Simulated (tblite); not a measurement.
Isomers of C2H5F3OSi. All values are computed: GFN2-xTB (tblite) harmonic vibrations without scaling, gas phase. Against measured fundamentals such values can be off by several per cent, at times by over 20. Modes of hydrogen on silicon can be 10 to 20 % off. One conformer each.

Electronic energies: GFN2-xTB at the same geometries; isomer energies are rough at this level and their order can be wrong.

```csv
SMILES,"electronic energy, lowest = 0 (kcal/mol)"
C[Si@H](O)C(F)(F)F,115.0
CCO[Si](F)(F)F,0.0
FC(F)(F)CO[SiH3],108.5
```

Question: How do GFN2-xTB zero-point energies change the relative energies?

Answer: 
| SMILES | ZPE (kcal/mol) | of it from modes above 1550 cm⁻¹ | electronic (kcal/mol) | with ZPE, lowest = 0 (kcal/mol) | lowest mode (cm⁻¹) | rings |
| --- | --- | --- | --- | --- | --- | --- |
| CCO[Si](F)(F)F | 49.0 | 21.5 | 0.0 | 0.0 | 23 | 0 |
| FC(F)(F)CO[SiH3] | 43.2 | 18.2 | 108.5 | 102.6 | 24 | 0 |
| C[Si@H](O)C(F)(F)F | 44.6 | 21.6 | 115.0 | 110.6 | 21 | 0 |

The zero-point energies span 5.8 kcal/mol, from `FC(F)(F)CO[SiH3]` to `CCO[Si](F)(F)F`. The order is unchanged.
